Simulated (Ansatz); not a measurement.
Ansatz (a first-principles code) input (CCSD(T)/def2-TZVPPD):
A basis named .json is the Basis Set Exchange file of that set.

Ansatz 0.2 input:
```yaml
crystal:
  periodic: [false, false, false]
  atoms:
    - {symbol: Ti, position_ang: [1.12684954, -0.41087601, 0.01085392]}
    - {symbol: O, position_ang: [2.11951871, -0.39208638, -1.26634104]}
    - {symbol: Br, position_ang: [-1.19276684, 0.34788467, 0.28262691]}
basis:
  gaussian:
    orbitals: def2-TZVPPD.json
magnetization: {spin_polarized: true, initial_magnetization: 1}
correlation: {method: ccsd_t, electrons: outside_noble_gas}
```

End of the output:

```
determinant -95124.12002530 eV, -3495.7469334853 hartree, with singles and doubles -95136.29105063 eV, -3496.1942104164 hartree
determinant -95123.92929879 eV, -3495.7399244153 hartree, with singles and doubles -95136.10627844 eV, -3496.1874201638 hartree
determinant -95123.55827631 eV, -3495.7262895907 hartree, with singles and doubles -95135.69349886 eV, -3496.1722507938 hartree
determinant -95123.42910305 eV, -3495.7215425612 hartree, with singles and doubles -95135.71888326 eV, -3496.1731836534 hartree
determinant -95123.41078635 eV, -3495.7208694347 hartree, with singles and doubles -95135.65711475 eV, -3496.1709137026 hartree
determinant -95122.65539099 eV, -3495.6931091672 hartree, with singles and doubles -95135.27712351 eV, -3496.1569492821 hartree
determinant -95126.14027786 eV, -3495.8211763977 hartree, with singles and doubles -95140.23327652 eV, -3496.3390845457 hartree
determinant -95126.13474919 eV, -3495.8209732229 hartree, with singles and doubles -95140.24157878 eV, -3496.3393896483 hartree
24 core orbitals not correlated
reference -95126.13474919 eV, -3495.8209732229 hartree; 9, 8 occupied and 131, 132 virtual orbitals, 1073 factors
second order -14.33220754 eV of doubles, -0.00000000 eV of singles
coupled cluster: 1.51 GiB planned
cycle   1  -14.10683835 eV  change   -8.8e-6 eV  update   4.4e-6
perturbative correction -0.98243643 eV, -0.0361038728 hartree
Total energy: -95141.22402397 eV, -3496.3754938429 hartree
```

The spin state was set by rule; other spins were not relaxed.
